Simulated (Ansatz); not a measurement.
Cl$_{2}$H$_{6}$O$_{8}$Si$_{2}$Sn (`O[Si](O)(O)[O][Sn]([Cl])([Cl])[O][Si](O)(O)O`) from Hartree–Fock to CCSD(T)

Z-matrix (Å, degrees):
```
Sn
O 1 1.928
Si 1 3.195 2 24.3
Si 1 3.201 2 91.4 3 -43.5
Cl 1 2.293 2 107.0 3 -145.3
O 1 1.932 2 109.5 3 -28.1
Cl 1 2.276 2 112.2 3 93.1
O 3 1.623 1 85.7 2 152.5
O 3 1.617 1 133.0 2 44.3
O 3 1.649 1 105.3 2 -98.3
O 4 1.620 1 128.4 2 -174.2
O 4 1.652 1 82.2 2 -59.9
O 4 1.631 1 111.1 2 43.1
H 8 0.963 3 116.9 1 78.9
H 9 0.957 3 118.2 1 -67.3
H 10 0.964 3 115.2 1 28.9
H 11 0.958 4 117.1 1 -173.1
H 12 0.959 4 117.8 1 -86.0
H 13 0.969 4 114.0 1 -70.3
```

The species carries charge 0 and has multiplicity 1. Correlated methods include outer-core shells of Sn, which these sets cover unevenly. Sn takes the def2 core potential. Geometry: relaxed with PBE0-D4/def2-TZVP. It is one conformer, not always the lowest. Frozen core, restricted reference, Ansatz 0.2.0.

```tsv
basis	HF (Eh)	MP2 corr.	CCSD corr.	(T)	CCSD(T) total
def2-SVP	?	-2.02465	-2.08051	?	?
def2-TZVPP	-2313.56537	-2.81696	-2.84709	?	?
def2-QZVPP	-2313.64364	?	–	–	–
```

Question: Fill in the withheld values. (Estimate.)

Answer: Ansatz gave: def2-SVP HF (Eh): -2312.21408; def2-SVP (T): -0.04746; def2-SVP CCSD(T) total: -2314.34205; def2-TZVPP (T): -0.10783; def2-TZVPP CCSD(T) total: -2316.52029; def2-QZVPP MP2 corr.: -3.24822.
